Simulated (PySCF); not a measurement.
## Working with the constants of ICl

RHF-CCSD(T) constants of ICl, ¹Σ⁺ (singlet), closed shell (I x2c-SVPall, Cl x2c-SVPall; spin-free X2C with a Gaussian nucleus (PySCF 2.14); masses 126.9045 and 34.9689 u):

| Property | Result |
| --- | --- |
| ωe | 353.9 cm⁻¹ |
| ωexe | 1.45 cm⁻¹ |
| Be | 0.10664 cm⁻¹ |
| αe | 0.000513 cm⁻¹ |
| De to I + Cl | 1.77 eV |

(1) What force constant and bond length do these constants imply?

(2) Estimate the centrifugal constant D from the Kratzer relation and find the Dunham coefficient a1.

Correlated steps freeze 23 core orbitals. Correlated levels converge slowly with the basis: in double zeta they bind strong bonds too weakly, by up to about 1 eV, and carry superposition errors of some tenths. Spin–orbit coupling is left out, which matters for elements this heavy, above all for dissociation energies. Where the molecule has an RHF reference, its open-shell atoms are computed with UHF.

Results:

(1) Reduced mass μred = 27.415 u; k = 5.8918×10⁻⁷·μred·ωe² (u, cm⁻¹, mdyn/Å) = 2.02 mdyn/Å; Re = √(16.8576/(μred·Be)) (u, cm⁻¹, Å) = 2.401 Å.

(2) D = 4Be³/ωe² = 3.87e-08 cm⁻¹; a1 = −1 − αeωe/(6Be²) = -3.66.
